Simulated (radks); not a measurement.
Values are calculated unless marked as measured or tabulated.
Ta3+, 70 electrons, occupied as [Xe] 4f14 5d2 (the NIST ground configuration).

Level of theory: Dirac Kohn-Sham, PBE, spin-unpolarised, spherical densities, finite nucleus; open shells fill j = l - 1/2 first; Fermi nuclear charge, rms radius 5.3507 fm (a radial shooting solver on a logarithmic mesh with Libxc functionals).

Energy parts (eV):
| part | energy |
|---|---|
| total | -425093.78 |
| kinetic | 476995.95 |
| electron-nucleus | -1058112.02 |
| Hartree | 164636.61 |
| exchange-correlation | -8614.32 |

Orbitals (lengths in bohr, moments of r in powers of bohr; r(max) is where P^2 peaks; r(90%) holds 90 % of the orbital's charge):
orbital,occ.,eigenvalue (eV),r(90%),r(max),<r^2>
1s1/2,2,-67282.17,0.0340,0.01168,0.0004789
2s1/2,2,-11575.82,0.122,0.06705,0.007318
2p1/2,2,-11066.26,0.108,0.04993,0.005233
2p3/2,4,-9796.117,0.118,0.05666,0.006436
3s1/2,2,-2673.158,0.300,0.1889,0.04786
3p1/2,2,-2446.209,0.292,0.1770,0.04397
3p3/2,4,-2172.768,0.312,0.1908,0.05060
3d3/2,4,-1788.849,0.285,0.1497,0.03932
3d5/2,6,-1729.286,0.291,0.1535,0.04114
4s1/2,2,-567.1641,0.659,0.4294,0.2378
4p1/2,2,-473.5156,0.676,0.4295,0.2458
4p3/2,4,-410.5663,0.724,0.4587,0.2818
4d3/2,4,-256.5280,0.775,0.4564,0.3096
4d5/2,6,-244.9634,0.792,0.4657,0.3233
4f5/2,6,-53.6040,1.06,0.4388,0.5065
4f7/2,8,-51.6187,1.08,0.4439,0.5246
5s1/2,2,-100.5614,1.58,0.9891,1.354
5p1/2,2,-73.2963,1.76,1.064,1.657
5p3/2,4,-64.3858,1.91,1.148,1.940
5d3/2,2,-29.4489,2.77,1.481,3.842
5d5/2,0,-28.6332,2.84,1.520,4.038

The highest occupied level is 5d3/2 at -29.449 eV. Summed over all electrons, <r^2> = 34.82 bohr^2, which gives a Langevin (diamagnetic) susceptibility term of -27.6 x 10^-6 cm^3/mol.
